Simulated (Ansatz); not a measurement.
`CC([SiH3])=S`. Charge 0, multiplicity 1.

Z-matrix (Å, degrees):
```
C
C 1 1.488
H 1 1.097 2 109.9
H 1 1.090 2 111.9 3 122.1
H 1 1.096 2 109.9 3 -115.8
Si 2 1.895 1 120.3 3 57.3
S 2 1.619 1 123.6 3 -122.3
H 6 1.491 2 110.8 1 3.7
H 6 1.483 2 108.5 1 -116.0
H 6 1.482 2 108.9 1 124.0
```

**Question.** List the harmonic frequencies (cm⁻¹, unscaled) at PBE0-D4/def2-TZVP in Ansatz. (Estimate.)

**Answer.** Computed: 14i, 160, 188, 316, 344, 563, 636, 646, 905, 910, 934, 942, 978, 1160, 1232, 1375, 1454, 1458, 2205, 2243, 2252, 3024, 3081, 3143.
